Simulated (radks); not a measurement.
Isoelectronic series with 9 electrons, all held in the configuration [He] 2s2 2p5, which need not be the ground one along the series. All-electron calculation, Dirac Kohn-Sham, LDA (Slater exchange, Perdew-Wang correlation), spin-unpolarised, spherical densities, finite nucleus; open shells fill j = l - 1/2 first; Fermi nuclear charge, rms radius of each element as measured or else 0.836 A^(1/3) + 0.57 fm. Program: a radial shooting solver on a logarithmic mesh with Libxc functionals. Total energies (hartree) and orbital eigenvalues (eV):

| ion | E (hartree) | 2p3/2 | 2p1/2 | 2s1/2 | 1s1/2 |
|---|---|---|---|---|---|
| F | -99.18966 | -11.2696 | -11.3336 | -29.6446 | -658.9113 |
| Ne+ | -127.54368 | -32.3900 | -32.5089 | -55.2892 | -848.3121 |
| Mg3+ | -195.62343 | -96.1728 | -96.4967 | -128.4283 | -1310.770 |
| Al4+ | -235.34698 | -138.5176 | -139.0097 | -175.5716 | -1583.517 |
| Si5+ | -278.86397 | -187.7542 | -188.4726 | -229.6890 | -1883.903 |
| P6+ | -326.17973 | -243.8564 | -244.8710 | -290.7626 | -2211.940 |
| S7+ | -377.30071 | -306.8082 | -308.2021 | -358.7879 | -2567.661 |
| Cl8+ | -432.23424 | -376.5997 | -378.4703 | -433.7686 | -2951.110 |
